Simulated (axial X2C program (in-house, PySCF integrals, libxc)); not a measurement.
CsSe⁺: from Re and ωe to a spectrum

A bond curve at the CCSD(T) level, 2c, was computed with an in-house relativistic program for diatomic molecules (basis Cs dyall-cv3z [15s15p9d4f1g], Se dyall-cv3z [8s9p6d4f1g] (cores contracted in-house)) for the state Ω = 1 (⟨Sz⟩ = 0.93, ⟨Lz⟩ = 0.07 at HF). Its fit gives Re = 3.8563 Å, ωe = 56.6 cm⁻¹, ωexe = 0.475 cm⁻¹ and αe = 1.961e-04 cm⁻¹; the masses are 132.9054 and 79.9165 u. Two-component means X2C with spin–orbit coupling and atomic mean-field Coulomb and Gaunt terms.

Correlated methods: 14 electrons correlated (number of frozen shells: Cs 4 s, 3 p, 2 d; Se 3 s, 2 p, 1 d), 312 virtual spin orbitals or spinors in MP2, 90 natural virtuals in coupled cluster.

Problem. Find the reduced mass, Be and the force constant.

Solution. From the CCSD(T) values: μ = 49.9071 u. Be = 16.8576/(μ Re²) = 0.02271 cm⁻¹. k = 5.8918×10⁻⁷ μ ωe² = 0.0942 mdyn/Å.

Problem. Where do the fundamental and the first overtone lie?

Solution. ν(1←0) = ωe − 2ωexe = 55.6 cm⁻¹; ν(2←0) = 2ωe − 6ωexe = 110.4 cm⁻¹.

Problem. Estimate the centrifugal constant by the Kratzer relation.

Solution. D = 4Be³/ωe² = 1.46e-08 cm⁻¹.

Problem. Estimate De from a Morse curve and compare with the computed well depth of 0.167 eV to Cs+ + Se.

Solution. De(Morse) = ωe²/(4ωexe) = 0.209 eV against 0.167 eV computed, a ratio of 1.25. The extrapolation overshoots: the well softens faster than a Morse curve, or the lowest atomic limit lies below the one to which the curve heads.

Problem. A Morse curve ties αe to the other constants (Pekeris). How well does that hold?

Solution. αe(Morse) = 6Be²/ωe × (√(ωexe/Be) − 1) = 1.954e-04 cm⁻¹; the CCSD(T) curve gives 1.961e-04 cm⁻¹, a ratio of 1.00.

The state is one determinant whose occupation by symmetry is held fixed; it was picked as the lowest of a PBE0 search that is not exhaustive. Dissociation energies refer to the lowest single-determinant-based atoms at the same level and basis. CCSD and (T) use frozen natural virtuals with an MP2 correction for the truncation; (T) itself is uncorrected, so its De runs slightly low. Other states lie close and PBE0, whose exact exchange favours high spin, may order them wrongly; the determinant shown need not be the ground state. The nearest other 2c determinant of the search, Ω = 2, lies 0.21 eV up at the distance of the search. With several unpaired electrons one determinant need not be a pure state. Open-shell Ω = 0 determinants with evenly filled partner blocks cannot be reached by this program, so the Ω shown need not be the lowest component. This is the Ω = 1 component of a π² triplet; the 0⁺ component is not one determinant and can lie lowest. The bond is weak, and without diffuse functions and with truncated virtuals even CCSD(T) can be tens of per cent off in De.
